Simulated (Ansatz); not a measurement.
C2H5BTe, relaxed with RKS PBE0-D4/def2-TZVP in Ansatz from a PBE-D4/def2-SVP geometry. The force threshold is 0.005 eV/Å; the program also tests the step.

The species carries charge 0 and has multiplicity 1. Te: def2 effective core potential.

Start:

```xyz
9

B    -0.051    0.204   -0.728
C     1.109    0.650    0.226
Te    0.644   -1.511    0.719
C    -1.235   -0.413    0.091
H     0.084    0.059   -1.928
H     2.131    0.810   -0.162
H     0.913    1.202    1.162
H    -1.987   -1.058   -0.398
H    -1.609    0.058    1.018
```

Problem. How much energy does the relaxation release, and in how many steps? (An estimate is asked.)

Solution. Computed: 1.35 kcal/mol, in 6 steps.

Problem. Which bonds change most? (Estimate.)

Solution. Computed: C2–Te3 from 2.265 to 2.214 Å; Te3–C4 from 2.265 to 2.214 Å; B1–H5 from 1.216 to 1.194 Å.

Problem. Give the relaxed structure. (An estimate is asked.)

Solution. Ansatz gave: 
```xyz
9

B    -0.054    0.211   -0.725
C     1.099    0.634    0.226
Te    0.628   -1.475    0.711
C    -1.216   -0.415    0.094
H     0.082    0.060   -1.901
H     2.102    0.794   -0.158
H     0.903    1.183    1.144
H    -1.956   -1.046   -0.391
H    -1.587    0.054    1.001
```
